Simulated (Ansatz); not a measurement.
```xyz
8

B     0.577   -0.346   -0.566
C     0.673   -1.322    0.531
O     0.709   -2.031    1.421
Al   -0.814    1.087    0.158
H    -0.055   -0.821   -1.480
H     1.638    0.162   -0.809
H    -1.836    0.789    1.341
H    -0.891    2.482   -0.597
```

Charge 0, multiplicity 1. The bonds changed during the relaxation, so this is another structure than the one it started from.

Task: List the PBE0/def2-TZVPP orbital energies in eV (Ansatz 0.2.0). (An estimate is asked.)

Result: Ansatz gave: Occupied: -1527.95, -525.48, -282.17, -183.54, -113.81, -73.94, -73.72, -73.70, -32.55, -18.36, -15.39, -13.78, -13.77, -11.87, -10.93, -10.04, -8.49, -7.34. Lowest empty: -1.57, -1.29, -0.89, 0.77, 1.36, 2.17, 2.25, 2.88.
